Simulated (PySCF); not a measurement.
Question: What does the PBE0-D3(BJ)/def2-SVP structure of 4-(methylthio)benzoic acid, `CSc1ccc(C(=O)O)cc1` look like in three dimensions?

Answer: 
```
atom  x, y, z in Å
C1     3.664    0.257   -0.188
S2     2.689   -1.140   -0.761
C3     1.036   -0.644   -0.446
C4     0.670    0.582    0.126
C5    -0.672    0.882    0.334
C6    -1.669   -0.030   -0.022
C7    -3.109    0.248    0.179
O8    -4.002   -0.506   -0.119
O9    -3.341    1.446    0.737
C10   -1.302   -1.256   -0.593
C11    0.031   -1.562   -0.804
H12    3.530    0.434    0.889
H13    4.711   -0.019   -0.371
H14    3.437    1.172   -0.754
H15    1.426    1.312    0.413
H16   -0.954    1.837    0.780
H17   -4.304    1.520    0.819
H18   -2.091   -1.959   -0.867
H19    0.309   -2.520   -1.250
```

Orientation and origin are arbitrary. Atoms count from 1 in this order. The 2 C–S bonds span 1.755 Å (S2–C3, drawn single) to 1.798 Å (C1–S2, drawn single), a spread of 0.043 Å. Of the pairs four or more bonds apart, C1···H15 is among the closest relative to their van der Waals radii: 2.55 Å, 88 % of the sum of Bondi's values. The C–C distances run from 1.384 Å (C10–C11, aromatic) to 1.480 Å (C6–C7, drawn single), a spread of 0.096 Å. The 11 heavy atoms lie in one plane (0.003 Å rms).

Bonds between heavy atoms (Å): C1–S2 1.798, S2–C3 1.755, C3–C4 1.402, C4–C5 1.391, C5–C6 1.397, C6–C7 1.480, C7=O8 1.207, C7–O9 1.343, C6–C10 1.401, C10–C11 1.384, C3–C11 1.407.

Method: PBE0-D3(BJ)/def2-SVP geometry optimisation, gas phase (PySCF).

Point group: Cs (tolerance 0.08 Å). Stationary, but not proved a minimum. One conformer, not necessarily the lowest (C1–S2–C3–C4 0°, C5–C6–C7–O8 180°, C6–C7–O9–H 180°).
